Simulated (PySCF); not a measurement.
# Telling isomers of C₅H₃N₃ apart by NMR

PySCF calculation with GFN2-xTB structure, σ from GIAO-PBE0/pcSseg-1 and spin–spin couplings from B3LYP/pcJ-1 (spin–dipole term left out of most H,H and C,H couplings); single conformer, fast rotation and ring inversion assumed for equivalent nuclei, gas phase, relativity neglected.

δ = σ(ref) − σ, references computed at the same level: 1H, 13C against TMS. Multiplet labels drop J under 1 Hz and among equivalent protons, and merge close values. Unscaled 3J(H,H) run several per cent high. Where no couplings were computed, multiplicities follow the n + 1 count of equivalent neighbours, and m marks all less simple cases (inequivalent or close neighbours, rings, F or P nearby). Shifts are as computed. Against solution values, carbons near 30 ppm lie about +3 ppm off and those near 130 ppm about +5 ppm. Of 1211 compounds with measured shifts, 218 miss one by over three times the rms of a fit or turn the order of signals round; such compounds aren't used in these exercises.

(1) Tabulate the signals of `N#Cc1ccncn1`, `C#Cc1cnncn1`, `C#Cc1cnnnc1`, `C#Cc1ccnnn1` and their relative energies.

(2) What is the quickest way to tell C#Cc1cnncn1 from C#Cc1cnnnc1?

(3) What is the quickest way to tell N#Cc1ccncn1 from C#Cc1cnnnc1?

(4) What is the quickest way to tell C#Cc1cnncn1 from C#Cc1ccnnn1?

Results:

(1) 
```json
{"SMILES": "N#Cc1ccncn1", "carbon types": "2×C 3×CH", "δC": "165.7, 164.7, 147.6, 132.9, 121.7", "δH": "9.75 (s, 1H), 9.25 (d, 1H), 7.71 (d, 1H)", "E rel. (kcal/mol)": "0.0"}
{"SMILES": "C#Cc1cnncn1", "carbon types": "2×C 3×CH", "δC": "162.5, 159.8, 147.2, 98.6, 84.3", "δH": "10.10 (s, 1H), 9.71 (s, 1H), 3.35 (s, 1H)", "E rel. (kcal/mol)": "59.6"}
{"SMILES": "C#Cc1cnnnc1", "carbon types": "2×C 3×CH", "δC": "154.9, 119.9, 103.0, 81.9", "δH": "9.26 (s, 2H), 3.54 (s, 1H)", "E rel. (kcal/mol)": "75.3"}
{"SMILES": "C#Cc1ccnnn1", "carbon types": "2×C 3×CH", "δC": "152.4, 148.7, 127.4, 98.1, 85.1", "δH": "9.24 (d, 1H), 7.39 (d, 1H), 3.42 (s, 1H)", "E rel. (kcal/mol)": "77.2"}
```

Energies are electronic energies at PBE0/pcSseg-1 on these geometries, without zero-point or thermal terms, each for the one conformer computed, which needn't be the lowest.

(2) Count the carbon signals: 5 against 4. The first has a substituted aromatic carbon next to a ring nitrogen (C) at 147.2 ppm, the second a substituted aromatic carbon (C) at 119.9 ppm. Their most deshielded carbons lie at 162.5 and 154.9 ppm. In the proton spectra the most deshielded non-exchanging signals are 10.10 (s, 1H) and 9.26 (s, 2H).

(3) Count the carbon signals: 5 against 4. The first has a substituted aromatic carbon next to a ring nitrogen (C) at 147.6 ppm, the second an alkyne carbon (C) at 81.9 ppm. Their most deshielded carbons lie at 165.7 and 154.9 ppm. In the proton spectra the most deshielded non-exchanging signals are 9.75 (s, 1H) and 9.26 (s, 2H).

(4) Both give the same number of carbon signals, with the same numbers of each carbon type, so the positions decide. The first has an aromatic CH between two ring heteroatoms at 162.5 ppm, the second an aromatic CH at 127.4 ppm. Their most deshielded carbons lie at 162.5 and 152.4 ppm. In the proton spectra the most deshielded non-exchanging signals are 10.10 (s, 1H) and 9.24 (d, J = 6.1 Hz, 1H).
